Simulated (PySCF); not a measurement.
Compound: C8H7F.
Atom-mapped SMILES: `[CH:1]#[C:2][CH2:3][C:4]1=[CH:5]/[C:6](=[CH:7]\[F:8])[CH2:9]1` (hydrogens: H10 on C1; H11, H12 on C3; H13 on C5; H14 on C7; H15, H16 on C9)

Structure optimised with GFN2-xTB, isolated species.

**Question.** What internal coordinates does the optimisation give?

**Answer.** 
| bond | length (Å) | order |
| --- | --- | --- |
| C1≡C2 | 1.196 | triple |
| C2–C3 | 1.453 | single |
| C3–C4 | 1.486 | single |
| C4=C5 | 1.344 | double |
| C5–C6 | 1.459 | single |
| C6=C7 | 1.320 | double |
| C7–F8 | 1.349 | single |
| C6–C9 | 1.523 | single |
| C4–C9 | 1.517 | single |
| C1–H10 | 1.049 | single |
| C3–H11, C3–H12 | 1.095 | single |
| C5–H13 | 1.073 | single |
| C7–H14 | 1.080 | single |
| C9–H15, C9–H16 | 1.089 | single |

Bonds in one row agree within 0.01 Å and their mean is given. Orders are formal, as drawn. A selection of angles:
| angle | degrees |
| --- | --- |
| C1–C2–C3 | 178.1 |
| C2–C3–C4 | 110.1 |
| C3–C4–C5 | 135.9 |
| C3–C4–C9 | 130.2 |
| C5–C4–C9 | 93.8 |
| C4–C5–C6 | 93.0 |
| C5–C6–C7 | 137.9 |
| C5–C6–C9 | 89.2 |
| C7–C6–C9 | 132.9 |
| C6–C7–F8 | 122.2 |
| C4–C9–C6 | 84.0 |

Dihedral angles: C2–C3–C4–C5 -120° (anticlinal); C3–C4–C5–C6 179° (antiperiplanar); C4–C5–C6–C7 180° (antiperiplanar); C5–C6–C7–F8 0° (synperiplanar); C5–C6–C9–C4 0° (synperiplanar); C3–C4–C9–C6 -179° (antiperiplanar). The mirror-image conformer, all signs reversed, is as good.

The 4-membered ring C4–C5–C6–C9 has internal angles of 84.0° to 93.8° (sum 360°, against 360° for a flat polygon); it is planar, 0.00 Å rms from its mean plane, widest ring torsion 0°. The C–C distances run from 1.196 Å (C1≡C2, drawn triple) to 1.523 Å (C6–C9, drawn single), a spread of 0.327 Å.

Point group: C1 (no symmetry element, even within 0.4 Å). Not checked by GFN2-xTB frequencies. One conformer, not necessarily the lowest.

The numbers are calculated, not measured.
